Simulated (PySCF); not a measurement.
Match the calculated data to a structure.

All candidates are C3H3F3O.

| technique | computed result |
| --- | --- |
| 13C NMR | chemical shifts (computed TMS as zero) by class: 167.9 (1 C), 120.1 (1 C), 75.2 (1 C) ppm [GIAO PBE0/pcSseg-1] |
| 1H NMR | chemical shifts (computed TMS as zero) by class: 7.00 (1 H), 4.27 (1 H), 4.24 (1 H) ppm [GIAO PBE0/pcSseg-1] |
| NMR, other nuclei | isotropic shieldings of nuclei other than C and H, by class: 154 (1 O), 269 (1 F), 272 (2 F) ppm [GIAO PBE0/pcSseg-1] |
| UV, first state | lowest singlet excitation: 7.16 eV (173 nm, f = 0.026) [TDDFT PBE0/def2-SVPD] |
| Polarisability | 45.4 au [PBE0/def2-SVPD] |
| Triplet | lowest triplet excitation (Tamm–Dancoff): 4.55 eV [TDA PBE0/def2-SVPD] |
| Dipole | 1.73 D [PBE0/def2-SVPD] |
| UV, strongest line | among the 6 lowest singlet transitions: S2 at 7.62 eV (163 nm, f = 0.434) [TDDFT PBE0/def2-SVPD] |
| Rotational structure | rotational constants A, B, C: 5.301, 1.610, 1.552 GHz [GFN2-xTB] |

The electronic properties come from PySCF, for the isolated species, density fitting. Levels stand in brackets. Isolated species at its GFN2-xTB geometry (one conformer only). NMR classes are plain means over equivalent atoms (diastereotopic ones count apart unless rotation or inversion swaps them), as if these changed places fast.

**Question.** Which candidate is it?
A. `FC(F)(F)[C@@H]1CO1`
B. `FC(F)[C@]1(F)CO1`
C. `O=CCC(F)(F)F`
D. `C=C(F)OC(F)F`

**Answer.** D. It is `C=C(F)OC(F)F`. Numbering: `[CH2:1]=[C:2]([F:3])[O:4][CH:5]([F:6])[F:7]`. Its formula, C3H3F3O, gives 1 degree of unsaturation: 0 rings and 1 π bond in the structure found. 3 carbons fall into 3 classes; from least to most shielded: vinylic C–F carbon [C2] (167.9 ppm), CHF2 carbon [C5] (120.1 ppm), terminal =CH2 carbon [C1] (75.2 ppm). Hydrogen classes from least to most shielded: 1 H on a CHF2 carbon, C5 (7.00 ppm), 1 H on a terminal =CH2 carbon, C1 (4.27 ppm), 1 H on a terminal =CH2 carbon, C1 (4.24 ppm). The other shieldings belong to: 154 ppm, ether oxygen [O4]; 269 ppm, vinyl fluorine [F3]; 272 ppm, fluorine of a CF2 group [F6/F7]. The optimised geometry has point group C1 and is an asymmetric top.

The others, at the same levels:
- `O=CCC(F)(F)F` fails: its computed 13C shifts are 197.7 (1 C), 133.8 (1 C), 52.4 (1 C) ppm, 1H shifts are 10.01 (1 H), 3.00 (2 H) ppm and lowest singlet excitation is 4.30 eV (289 nm, f = 0.000) (against 7.16 eV).
- `FC(F)[C@]1(F)CO1` fails: its computed 13C shifts are 117.4 (1 C), 93.2 (1 C), 46.3 (1 C) ppm, 1H shifts are 6.51 (1 H), 3.07 (1 H), 2.89 (1 H) ppm and lowest singlet excitation is 8.55 eV (145 nm, f = 0.024) (against 7.16 eV).
- `FC(F)(F)[C@@H]1CO1` fails: its computed 13C shifts are 132.9 (1 C), 47.9 (1 C), 41.4 (1 C) ppm, 1H shifts are 2.99 (1 H), 2.79 (1 H), 2.70 (1 H) ppm and lowest singlet excitation is 8.33 eV (149 nm, f = 0.019) (against 7.16 eV).

Each candidate is one conformer, not necessarily the lowest. The conformers computed, where there is a choice (atom-mapped SMILES and torsion angles):
- `[CH2:1]=[C:2]([F:3])[O:4][CH:5]([F:6])[F:7]`: C1–C2–O4–C5 150°, C2–O4–C5–F6 151°
- `[O:1]=[CH:2][CH2:3][C:4]([F:5])([F:6])[F:7]`: O1–C2–C3–C4 -144°, C2–C3–C4–F5 61°
- `[F:1][CH:2]([F:3])[C@:4]1([F:5])[CH2:6][O:7]1`: F1–C2–C4–F5 -172°
- `[F:1][C:2]([F:3])([F:4])[C@@H:5]1[CH2:6][O:7]1`: F1–C2–C5–C6 31°
